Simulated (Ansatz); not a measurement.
C₂H₇BOSi, SMILES `B[SiH2]/C=C/O`, charge 0, multiplicity 1.

Question: Give a relaxed structure at PBE0-D4/def2-TZVP (Ansatz). (An estimate is asked.)

Answer: Ansatz gave: 
```xyz
12

B    -0.2098    0.4638    1.0551
Si   -1.1792   -1.2085    0.6714
C     0.3306   -0.6981   -0.2760
C     0.4706    0.4830   -0.9477
O     1.6900    0.9533   -1.2634
H     0.6656    0.6461    1.8429
H    -0.8986    1.3821    0.7067
H    -2.4521   -1.1756   -0.0873
H    -0.9287   -2.5228    1.3046
H     1.2681   -1.1658    0.0166
H    -0.3714    1.0063   -1.3876
H     1.6149    1.8363   -1.6352
```
This is one stationary point; other conformers may exist.
